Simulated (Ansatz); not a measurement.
System: sum formula BSiH2F2 (charge -1, singlet). It need not be the lowest isomer of its formula. Whether it binds its extra electron was not tested at this geometry. SMILES: FB([SiH2-])F
Coordinates optimised at B3LYP-D3(BJ)/def2-TZVP (Ansatz, a program for electronic structure):
```xyz
6

F      1.3655    -0.9383     0.2787
B      0.4492     0.0627     0.1406
F      1.0728     1.2728     0.2277
Si    -1.4490    -0.2019    -0.4347
H     -1.8005    -1.3986     0.4389
H     -2.1049     0.9006     0.3858
```
Charge -1, spin multiplicity 1.

Parts of the frozen-core correlation energy in aug-cc-pV(Q+d)Z (Ansatz, hartree). Frozen orbitals: 8; correlated occupied orbitals by spin: 12 and 12; virtual: 401 and 401. Spin-orbit coupling is left out. Non-relativistic.

```json
[
 {"term": "reference (HF)", "value": "-513.88525"},
 {"term": "MP2 opposite-spin", "value": "[?]"},
 {"term": "MP2 same-spin", "value": "-0.19101"},
 {"term": "CCSD correlation", "value": "[?]"},
 {"term": "(T)", "value": "[?]"},
 {"term": "T1 diagnostic", "value": "0.017"},
 {"term": "largest doubles amplitude", "value": "0.028"}
]
```

Problem. What belongs in the gaps?

Solution. 
- MP2 opposite-spin, value: -0.61546
- CCSD correlation, value: -0.82288
- (T), value: -0.03106
